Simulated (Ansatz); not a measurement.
Reaction (cleavage of the Si–Al bond): `C[SiH2][SiH]([AlH2])Cl` + H–F → `C[SiH2][SiH](F)Cl` + `[AlH3]`

Calculated with Ansatz (gas phase, PBE0-D4/def2-TZVP geometries, no zero-point term in ΔE). CCSD(T)/CBS adds triple-zeta CCSD(T) − MP2 to the extrapolated MP2 energy (def2 sets, frozen cores). This one scheme is used for every species. Functionals use def2-TZVPP. B3LYP here is the variant with VWN-RPA as its local correlation; programs differ in this. Each species was taken in one conformer, which may not be the lowest.

Problem. Is it downhill or uphill in electronic energy at CCSD(T)/CBS, and by how much? (Best estimate.)

Solution. The calculation gave: Downhill: ΔE = -123.7 kJ/mol.

Problem. What do these levels give: r2SCAN-D4, PBE0-D4, B3LYP-D4, ωB97X-V, r2SCAN, PBE0, B3LYP, SCS-MP2/def2-TZVPP, CCSD/def2-TZVPP, CCSD(T)/def2-TZVPP, HF/def2-QZVPP, SCS-MP2/def2-QZVPP? (Best estimate.)

Solution. Ansatz gave: r2SCAN-D4 -127.3, PBE0-D4 -109.6, B3LYP-D4 -130.7, ωB97X-V -132.4, r2SCAN -128.5, PBE0 -113.6, B3LYP -137.3, SCS-MP2/def2-TZVPP -136.8, CCSD/def2-TZVPP -129.1, CCSD(T)/def2-TZVPP -124.8, HF/def2-QZVPP -159.5, SCS-MP2/def2-QZVPP -136.9 kJ/mol.

Largest T1 diagnostic among the species: 0.011.

From PBE to PBE0 (25 % exact exchange), in def2-TZVPP and without D4, ΔE moves by −3.7 kJ/mol. The D4 term adds +6.6 kJ/mol with B3LYP and +3.9 kJ/mol with PBE0; it sums over pairs of atoms, weighted by their polarisabilities, and B3LYP, whose exchange is more repulsive, gets the larger term.
